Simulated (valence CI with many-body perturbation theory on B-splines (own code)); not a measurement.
**Fe¹²⁺: electric-dipole lines**

Calculated by configuration interaction combined with many-body perturbation theory (CI+MBPT): four valence electrons over a frozen Dirac-Fock core [Ne], a basis of 11 s, 11 p, 9 d, 7 f, 5 g, 2 h, 1 i functions for each j, with the one-electron correlation potential Σ1 (screened to all orders), the two-electron term Σ2, the three-electron term Σ3, Breit, model QED; selected single and double excitations, second order for the rest, scaled by the run's own slope (own B-spline code, finite nucleus).

No measured levels were compared; by estimate levels of excited configurations hold to 0.05 to 0.15 % of their energy, terms of the ground configuration to about 0.5 %.

Lines 201 to 225 of 225 in falling wavelength, among levels below 820810 cm⁻¹, chosen from the strongest by gf and those to the six lowest levels. Wavelengths and rates use the calculated energies, so an error of 200 cm⁻¹ moves a line at 196.9 Å by 0.039 % and its rate by three times that or more. Electric multipoles are in the length gauge, E1 and E2 with the static RPA response of the core. Weak lines are less certain than strong ones. Lines between different terms over intervals too small for the method are left out, as are lines whose strength nearly cancels. Where a level lies close to another of its J and parity, the split of strength between their lines is uncertain. The highest levels of a list are the least certain.

Names give the largest LS component (configuration and term), which can be under half, so a name can repeat, a term be missing and a line seem to break the LS rules; names also repeat where a configuration has a term twice. Letters in brackets count levels of one name in rising energy.

| λ vac (Å) | Upper | Lower | A (s⁻¹) | S (a.u.) |
| --- | --- | --- | --- | --- |
| 196.9 | 3s3p²3d ³D_2 [b] | 3s3p³ ³D°_1 | 4.72e+09 | 8.89e-02 |
| 196.5 | 3s²3p3d ¹F°_3 | 3s²3p² ¹D_2 | 6.74e+10 | 1.77e+00 |
| 196.2 | 3s3p²3d ¹P_1 | 3s3p³ ³D°_1 | 2.56e+09 | 2.86e-02 |
| 194.7 | 3s3p²3d ³D_3 [b] | 3s3p³ ³D°_2 | 4.01e+09 | 1.02e-01 |
| 194.0 | 3s3p²3d ³P_1 [a] | 3s3p³ ⁵S°_2 | 3.64e+08 | 3.93e-03 |
| 191.2 | 3s²3p3d ¹P°_1 | 3s²3p² ¹D_2 | 1.05e+08 | 1.09e-03 |
| 186.6 | 3s3p²3d ³G_3 | 3s3p³ ⁵S°_2 | 6.21e+05 | 1.40e-05 |
| 185.7 | 3s²3p3d ¹F°_3 | 3s²3p² ³P_2 | 3.62e+09 | 8.00e-02 |
| 183.2 | 3s3p²3d ³D_1 [a] | 3s3p³ ⁵S°_2 | 2.23e+07 | 2.03e-04 |
| 183.0 | 3s3p²3d ³D_2 [a] | 3s3p³ ⁵S°_2 | 1.50e+08 | 2.26e-03 |
| 182.7 | 3s3p²3d ³D_3 [a] | 3s3p³ ⁵S°_2 | 4.78e+08 | 1.01e-02 |
| 181.0 | 3s²3p3d ¹P°_1 | 3s²3p² ³P_2 | 8.22e+03 | 7.22e-08 |
| 179.4 | 3s3p²3d ¹F_3 | 3s3p³ ⁵S°_2 | 1.49e+07 | 2.97e-04 |
| 178.0 | 3s²3p3d ¹P°_1 | 3s²3p² ³P_1 | 1.44e+08 | 1.20e-03 |
| 175.7 | 3s3p²3d ³F_2 [b] | 3s3p³ ⁵S°_2 | 1.99e+06 | 2.66e-05 |
| 175.1 | 3s²3p3d ¹P°_1 | 3s²3p² ³P_0 | 3.96e+08 | 3.15e-03 |
| 173.9 | 3s3p²3d ³F_3 [b] | 3s3p³ ⁵S°_2 | 2.51e+07 | 4.57e-04 |
| 173.0 | 3s3p²3d ³D_1 [b] | 3s3p³ ⁵S°_2 | 2.96e+06 | 2.27e-05 |
| 172.2 | 3s3p²3d ³D_2 [b] | 3s3p³ ⁵S°_2 | 1.82e+07 | 2.29e-04 |
| 171.7 | 3s3p²3d ¹P_1 | 3s3p³ ⁵S°_2 | 1.53e+05 | 1.14e-06 |
| 170.5 | 3s3p²3d ³D_3 [b] | 3s3p³ ⁵S°_2 | 8.80e+07 | 1.51e-03 |
| 170.1 | 3s3p²3d ³P_1 [b] | 3s3p³ ⁵S°_2 | 2.36e+07 | 1.72e-04 |
| 169.0 | 3s3p²3d ³P_2 [b] | 3s3p³ ⁵S°_2 | 6.61e+07 | 7.87e-04 |
| 165.8 | 3s3p²3d ³S_1 | 3s3p³ ⁵S°_2 | 6.58e+06 | 4.44e-05 |
| 165.1 | 3s3p²3d ³D_1 [c] | 3s3p³ ⁵S°_2 | 1.58e+06 | 1.05e-05 |
